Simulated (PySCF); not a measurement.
Start geometry of `CC(=O)N1BNBNB1` from GFN2-xTB (Å):
```
atom  x, y, z in Å
C1     2.489   -0.999    0.072
C2     1.689    0.312   -0.100
O3     2.227    1.337   -0.433
N4     0.357    0.266    0.158
B5    -0.320    1.473    0.599
N6    -1.711    1.458    0.839
B7    -2.506    0.305    0.650
N8    -1.830   -0.854    0.197
B9    -0.462   -0.917   -0.037
H10    3.519   -0.733    0.193
H11    2.343   -1.587   -0.816
H12    2.120   -1.535    0.933
H13    0.288    2.449    0.808
H14   -2.162    2.305    1.174
H15   -3.675    0.307    0.851
H16   -2.394   -1.677    0.046
H17    0.011   -1.901   -0.474
```

**Question.** What comes out of this run: PBE0-D3(BJ)/def2-SVP geometry optimisation, gas phase (PySCF 2.14.0)?

**Answer.** 
```
atom  x, y, z in Å
C1     2.466   -0.990   -0.147
C2     1.734    0.319    0.017
O3     2.320    1.369   -0.042
N4     0.332    0.269    0.244
B5    -0.334    1.500    0.649
N6    -1.742    1.469    0.838
B7    -2.539    0.303    0.657
N8    -1.849   -0.884    0.269
B9    -0.446   -0.936    0.061
H10    3.539   -0.767   -0.167
H11    2.183   -1.481   -1.089
H12    2.240   -1.693    0.667
H13    0.293    2.505    0.840
H14   -2.192    2.327    1.128
H15   -3.735    0.315    0.823
H16   -2.380   -1.733    0.128
H17    0.066   -1.973   -0.274
```

The energy falls by 0.221 eV over 11 energy and gradient evaluations, the largest force component goes from 0.0536 to 3.3e-04 Eh/bohr, and the atoms move by 0.186 Å rms after alignment. The bond that changes most is C2–N4 (amide carbonyl carbon to amide nitrogen), which lengthens by 0.063 Å. Bonds longer at the end by more than 0.005 Å: 11 of 17; shorter: 2. Among the angles that change most is C2–C1–H11, from 107.6° to 110.8°. Among the dihedrals that turn most is C1–C2–N4–B9, from -30° to -13°. Rotational constants go from 3557, 1211, 933.9 to 3531, 1200, 905.1 MHz. The orientation of the end geometry is arbitrary; only internal coordinates are fixed.

The run used 166 basis functions and 73 SCF cycles in all.

No frequency check. One conformer, not necessarily the lowest.
